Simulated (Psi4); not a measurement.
Cl4Sn, triplet, at a GFN2-xTB geometry (such geometries of metal compounds can be far from the true shape) (a higher spin typed on purpose: for a closed-shell molecule this is an excited state) (all electrons, no relativity); HF/STO-3G (Psi4).

Here is a job for Psi4.
```
memory 2 GB

molecule {
0 3
Cl   -1.97670577   -0.92687362   -1.30496980
Sn    0.00000000   -0.00000000   -0.00000000
Cl   -0.34782266    2.48534333    0.41411896
Cl    2.13586910   -0.34597088   -1.33707664
Cl    0.18865933   -1.21249883    2.22792748
}

set {
  basis sto-3g
  reference uhf
  scf_type pk
  stability_analysis follow
}

energy('scf')
print_variables()
```

What the program printed (banner, timings and long lists left out):

```
   => Loading Basis Set <=

    Name: STO-3G
    Role: ORBITAL
    Keyword: BASIS

         ---------------------------------------------------------
                                   SCF
               by Justin Turney, Rob Parrish, Andy Simmonett
                          and Daniel G. A. Smith
                              UHF Reference
         ---------------------------------------------------------

  ==> Geometry <==

    Molecular point group: c1
    Full point group: Td

    Geometry (in Angstrom), charge = 0, multiplicity = 3:

       Center              X                  Y                   Z               Mass
    ------------   -----------------  -----------------  -----------------  -----------------
         CL          -1.976705770000    -0.926873620000    -1.304969800000    34.968852682000
         SN          -0.000000000000    -0.000000000000     0.000000000000   119.902201630000
         CL          -0.347822660000     2.485343330000     0.414118960000    34.968852682000
         CL           2.135869100000    -0.345970880000    -1.337076640000    34.968852682000
         CL           0.188659330000    -1.212498830000     2.227927480000    34.968852682000

  Running in c1 symmetry.

  Rotational constants: A =      0.02794  B =      0.02794  C =      0.02794 [cm^-1]
  Rotational constants: A =    837.72724  B =    837.72724  C =    837.72724 [MHz]
  Nuclear repulsion =  928.291225532580938

  Charge       = 0
  Multiplicity = 3
  Electrons    = 118
  Nalpha       = 60
  Nbeta        = 58

  ==> Algorithm <==

  SCF Algorithm Type is PK.
  DIIS enabled.
  MOM disabled.
  Fractional occupation disabled.
  Guess Type is SAD.
  Energy threshold   = 1.00e-06
  Density threshold  = 1.00e-06
  Integral threshold = 1.00e-12

  ==> Primary Basis <==

  Basis Set: STO-3G
    Blend: STO-3G
    Number of shells: 31
    Number of basis functions: 63
    Number of Cartesian functions: 65
    Spherical Harmonics?: true
    Max angular momentum: 2

  ==> Integral Setup <==

  Using in-core PK algorithm.
   Calculation information:
      Number of atoms:                   5
      Number of AO shells:              31
      Number of primitives:             93
      Number of atomic orbitals:        65
      Number of basis functions:        63

      Integral cutoff                 1.00e-12
      Number of threads:                 1

  Performing in-core PK
  Using 4066272 doubles for integral storage.
  We computed 61532 shell quartets total.
[...]
   @UHF iter  88: -7781.60609792268770    8.97880e-08   1.33291e-06 DIIS
   @UHF iter  89: -7781.60609785084216    7.18455e-08   1.31818e-06 DIIS
   @UHF iter  90: -7781.60609783532072    1.55214e-08   1.28003e-06 DIIS
   @UHF iter  91: -7781.60609788735110   -5.20304e-08   1.26781e-06 DIIS
   @UHF iter  92: -7781.60609795442906   -6.70780e-08   1.25872e-06 DIIS
   @UHF iter  93: -7781.60609794880656    5.62250e-09   1.26529e-06 DIIS
   @UHF iter  94: -7781.60609794269021    6.11635e-09   1.25542e-06 DIIS
   @UHF iter  95: -7781.60609793721778    5.47243e-09   1.25446e-06 DIIS
   @UHF iter  96: -7781.60609801742066   -8.02029e-08   1.25258e-06 DIIS
   @UHF iter  97: -7781.60609805243985   -3.50192e-08   1.25871e-06 DIIS
   @UHF iter  98: -7781.60609801373266    3.87072e-08   1.25211e-06 DIIS
   @UHF iter  99: -7781.60609796267818    5.10545e-08   1.25302e-06 DIIS
   @UHF iter 100: -7781.60609805544664   -9.27685e-08   1.26605e-06 DIIS

PsiException: Could not converge SCF iterations in 100 iterations.

  Failed to converge.

Traceback (most recent call last):
  File "psi4", line 375, in <module>
  File "<string>", line 28, in <module>
  File "site-packages/psi4/driver/driver.py", line 533, in energy
  File "site-packages/psi4/driver/procrouting/proc.py", line 2760, in run_scf
  File "site-packages/psi4/driver/procrouting/proc.py", line 2047, in scf_helper
  File "site-packages/psi4/driver/procrouting/scf_proc/scf_iterator.py", line 93, in scf_compute_energy
  File "site-packages/psi4/driver/procrouting/scf_proc/scf_iterator.py", line 86, in scf_compute_energy
  File "site-packages/psi4/driver/procrouting/scf_proc/scf_iterator.py", line 609, in scf_iterate

psi4.driver.p4util.exceptions.SCFConvergenceError: Could not converge SCF iterations in 100 iterations.

Printing out the relevant lines from the Psithon --> Python processed input file:
    core.IO.set_default_namespace("")
    core.set_global_option("BASIS", "sto-3g")
    core.set_global_option("REFERENCE", "uhf")
    core.set_global_option("SCF_TYPE", "pk")
    core.set_global_option("STABILITY_ANALYSIS", "follow")
--> energy('scf')
    print_variables()

!-------------------------------------------------------!
!                                                       !
!  Could not converge SCF iterations in 100 iterations. !
!                                                       !
!-------------------------------------------------------!
```

The run did not converge; its last values are not results.
